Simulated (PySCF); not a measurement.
**Electron correlation in Be (beryllium, neutral)**

[He] 2s1 3d1, high-spin 3D determinant (an excited configuration). Computed with PySCF 2.14 in aug-cc-pVTZ with one added diffuse shell each of s, p, d, f type (6s5p4d3f, 62 functions), with no relativity, point nucleus. Frozen: 1s2; 2 electrons correlated.

With two correlated electrons CCSD is exact within the correlated space (frozen core and kept virtual orbitals).

```
level  correlation energy (mhartree)
 CCSD                          -3.88
```

Diagnostics: T1 = 0.020, D1 = 0.0404, largest double amplitude 0.056.

Is a single reference adequate?

Yes: T1 lies below 0.03 and no double amplitude reaches 0.07.
